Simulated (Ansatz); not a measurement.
Consider the atomization: `F[C@@H]([SiH3])[C@@H](F)Cl` → 2 C• + Cl• + 2 F• + 5 H• + Si•.

Computed with Ansatz on PBE0-D4/def2-TZVP structures; ΔE is electronic, products minus reactants. CBS: MP2 limit from def2 TZ/QZ plus the TZ coupled-cluster correction, frozen cores. This one scheme is used for every species, atoms too. Functionals use def2-TZVPP. No spin–orbit coupling; open shells (•) take unrestricted orbitals. Spin–orbit coupling would lower the free atoms: a little for C, Cl, F, Si. One conformer a species, not always the lowest.

CCSD(T)/CBS gives +3808.5 kJ/mol.

Question: Another level gave +3818.5 kJ/mol. Which?
A. ωB97X-V/def2-TZVPP
B. r2SCAN/def2-TZVPP
C. r2SCAN-D4/def2-TZVPP
D. PBE0/def2-TZVPP

Answer: B. r2SCAN 3818.5, PBE0 3793.6, r2SCAN-D4 3824.7, ωB97X-V 3831.7 kJ/mol.

Largest T1 diagnostic among the species: 0.012.

The D4 term adds +40.1 kJ/mol with B3LYP and +21.0 kJ/mol with PBE0; it sums over pairs of atoms, weighted by their polarisabilities, and B3LYP, whose exchange is more repulsive, gets the larger term. In def2-TZVPP, CCSD(T) changes the Hartree–Fock value by +975.6 kJ/mol (the triples alone add +64.2 kJ/mol) and MP2 by +1058.4 kJ/mol; breaking electron pairs costs correlation energy, which Hartree–Fock lacks.

B3LYP here is the variant with VWN-RPA as its local correlation; programs differ in this.

For atomizations the MP2-based limit and the directly extrapolated one differ by several kJ/mol either way, and by 10 to 25 for some Ge, Se and Sn compounds, so smaller differences from it don't rank the levels.
